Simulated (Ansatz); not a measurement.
Input for Ansatz (a first-principles code): R-BHLYP/def2-TZVPP on H2O (SMILES O).

Ansatz 0.2 input:
```yaml
crystal:
  periodic: [false, false, false]
  atoms:
    - {symbol: O, position_ang: [-0.00000000, 0.00000000, 0.38961139]}
    - {symbol: H, position_ang: [0.00000000, 0.76498632, -0.19485569]}
    - {symbol: H, position_ang: [0.00000000, -0.76498632, -0.19485569]}
basis:
  gaussian:
    orbitals: def2-TZVPP
hamiltonian:
  xc: {name: BHLYP}
scf: {lower_state_search: off}
```

Q: Predict the final total energy.

A: -76.4230 hartree.
